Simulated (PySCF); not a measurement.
Gas-phase reaction: Cu3Cl3 + 3 H → 3 Cu + 3 HCl

Method: PySCF energies (xtb for GFN2) plus ideal-gas RRHO corrections (1 bar). The comparison is the NASA 1993 polynomial table, which mixes measured and estimated data. S°(298 K) at PBE0/def2-TZVP differs from the NASA 1993 table for Cu3Cl3 (-13 J/mol/K); whether the harmonic model or the table's entry is off was not settled. † marks an energy on the PBE0/def2-TZVP geometry and frequencies; other levels use their own. MP2 freezes the core. 6-31G* has spherical d functions here. Open shells (unrestricted): H (multiplicity 2), Cu (multiplicity 2); the rest are closed-shell singlets. GFN2 has no spin-polarisation term. B3LYP is the form with VWN-RPA correlation. Cu: all electrons, no relativistic terms. MP2 isn't extrapolated to the basis-set limit; its ΔH°(298 K) is 519.4 kJ in def2-SVP and 387.6 kJ in def2-TZVPP. The harmonic model lacks anharmonicity and excited electronic states, which grow with temperature; levels with a mode under 35 cm⁻¹ are left out. Soft modes under 120 cm⁻¹ make the harmonic entropy rough for Cu3Cl3. The table's entry may be an old estimate for Cu3Cl3 (not checked at source).

```tsv
level	ΔH°(298 K), kJ	minus table	ΔG°(800 K), kJ
table	340.4	-	123.1
B3LYP/6-31G*	648.1	307.7	418.8
GFN2-xTB	793.6	453.2	593.1
HF/def2-TZVP†	136.7	-203.7	-91.2
M06-2X/def2-TZVP†	258.2	-82.2	30.3
MP2/def2-SVP†	519.4	179.0	291.4
```
